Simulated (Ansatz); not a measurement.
`F[SiH](F)[SeH]` + `[F][InH][Cl]` → `[F][In]([Cl])[SeH]` + `F[SiH2]F` at 400 K and 1 bar (formal exchange of groups at the Se–Si bond).

Computed with Ansatz on PBE0-D4/def2-TZVP structures; ΔE is electronic, products minus reactants. CBS: MP2 limit from def2 TZ/QZ plus the TZ coupled-cluster correction, frozen cores. This one scheme is used for every species. Elements past krypton have def2 core potentials. For In, Se outer-core shells are correlated without core-valence functions, which leaves a few kJ/mol of doubt a bond. Scalar relativity is left out up to krypton. Each species was taken in one conformer, which may not be the lowest.

| species | CCSD(T)/CBS energy (Eh) | H − E (kJ/mol) | S (J/(mol·K)) |
| --- | --- | --- | --- |
| `F[SiH](F)[SeH]` | -2890.73294 | 87.1 | 354.3 |
| `[F][InH][Cl]` | -750.05448 | 44.4 | 327.9 |
| `[F][In]([Cl])[SeH]` | -3150.81023 | 58.0 | 395.7 |
| `F[SiH2]F` | -489.99391 | 78.4 | 280.0 |

H − E and S are ideal-gas, rigid-rotor, harmonic terms from PBE0-D4/def2-TZVP, for one conformer and one mirror image of each species. 1 Eh = 2625.50 kJ/mol, R = 8.31446 J/(mol·K).

Q: By hand: ΔE, ΔH, ΔS and ΔG.

A: ΔE = (-3150.81023) + (-489.99391) − (-2890.73294) − (-750.05448) = -0.01672 Eh = -43.9 kJ/mol. Δ(H − E) = 58.0 + 78.4 − 87.1 − 44.4 = 4.9, so ΔH = -39.0 kJ/mol. ΔS = 395.7 + 280.0 − 354.3 − 327.9 = -6.5 J/(mol·K). ΔG = -39.0 − 400 × (-6.5)/1000 = -36.4 kJ/mol.

Q: By hand: the equilibrium constant, and the temperature at which ΔG would vanish if ΔH and ΔS stayed fixed.

A: log₁₀ K = −ΔG/(RT ln 10) = 4.8. ΔG = 0 at ΔH/ΔS = 6000 K, far beyond where these terms or the molecules hold.

The number of gas molecules stays the same, so ΔS is small and ΔH decides. A doubt of 5 kJ/mol in ΔE shifts log₁₀ K by 0.7 here. Other conformers and mirror images would add mixing entropy, several J/(mol·K) or more a flexible species. These are equilibria of isolated gas molecules and say nothing of rates. Largest T1 diagnostic: 0.015 (customary marks: 0.02 for closed shells, 0.045 for open ones).
